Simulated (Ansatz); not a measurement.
Redistribution: CHCl2F + C2H2F3I → CHCl2I + C2H2F4

Species: CHCl2F (dichlorofluoromethane) `FC(Cl)Cl`, singlet; C2H2F3I (1,1,1-trifluoro-2-iodoethane) `FC(F)(F)CI`, singlet; CHCl2I (dichloroiodomethane) `ClC(Cl)I`, singlet; C2H2F4 (norflurane) `FCC(F)(F)F`, singlet. The partners trade F for I; both sit on C, so the bond types are kept.

Shapes, held fixed at every level: PBE0-D4/def2-TZVP. Programs: Ansatz 0.2.0. The zero-point and thermal change to 298 K, harmonic and unscaled (PBE0-D4/def2-TZVP), is +0.7 kJ/mol.

```tsv
level	kind	ΔH(298 K) (kJ/mol)	less CCSD(T)/def2-TZVPP
HF/def2-TZVPP	Hartree–Fock	+38.2	+0.7
SPW92/def2-TZVPP	LDA	+41.7	+4.2
PBE0-D4/def2-TZVPP	global hybrid	+37.9	+0.4
B2PLYP/def2-TZVPP	double hybrid	+35.3	-2.2
MP2/def2-TZVPP	perturbation theory	+34.0	-3.5
CCSD(T)/def2-SVP	coupled cluster or CI	+41.8	+4.3
CCSD/def2-TZVPP	coupled cluster or CI	+37.7	+0.2
CCSD(T)/def2-TZVPP	coupled cluster or CI	+37.5	0.0
```

The highest level, CCSD(T)/def2-TZVPP, gives ΔH(298 K) = +37.5 kJ/mol; the levels span +34.0 to +41.8. The column of differences is taken from that level and isn't an error. No measured value is set beside it here. For atoms past krypton def2 sets carry core potentials with scalar relativity. Outer-core shells of I are correlated in most correlated rows, in sets that cover them unevenly.
